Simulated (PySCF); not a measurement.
Orbital picture of ZnAs

HSE06 at R = 2.450 Å; Zn 6-31G(d,p), As 6-31G(d,p); no relativity (PySCF 2.14). State: ⁴Σ⁻ (quartet), unpaired electrons σ ↑, π ↑↑. Only the outer orbitals are listed, counted within each symmetry.

| spin | orbital | occ. | ε (eV) | on Zn (%) | main shells (%) |
| --- | --- | --- | --- | --- | --- |
| α | 14σ | 1 | -7.96 | 50 | 48 Zn s, 47 As p |
| α | 7π | 1 | -6.55 | 5 | 95 As p |
| α | 7π | 1 | -6.55 | 5 | 95 As p |
| α | 15σ | 1 | -4.76 | 69 | 45 Zn s, 31 As p, 23 Zn p |
| α | 8π | 0 | -0.99 | 97 | 97 Zn p |
| α | 8π | 0 | -0.99 | 97 | 97 Zn p |
| β | 14σ | 1 | -6.82 | 57 | 54 Zn s, 38 As p |
| β | 7π | 0 | -3.41 | 14 | 86 As p, 13 Zn p |
| β | 7π | 0 | -3.41 | 14 | 86 As p, 13 Zn p |
| β | 15σ | 0 | -2.70 | 65 | 45 Zn s, 35 As p, 20 Zn p |

Question: Which are the highest filled and the lowest empty level, where do they sit, and how wide is the gap?

Answer: Highest filled α 15σ at -4.76 eV (in %: 45 Zn s, 31 As p, 23 Zn p); lowest empty β 7π at -3.41 eV (in %: 86 As p, 13 Zn p); the gap at HSE06 is 1.35 eV.

The bond order (Mayer) is 0.90, the ⟨S²⟩ is 3.758 and the charge on Zn (Mulliken, basis-dependent) is 0.13. The charge on Zn (Löwdin, basis-dependent) is 0.06 and the dipole moment (positive dipole means Zn(−)As(+)) is -0.75 D.

Spin–orbit coupling is left out. The state was picked by a PBE0 search and need not be the measured ground state.
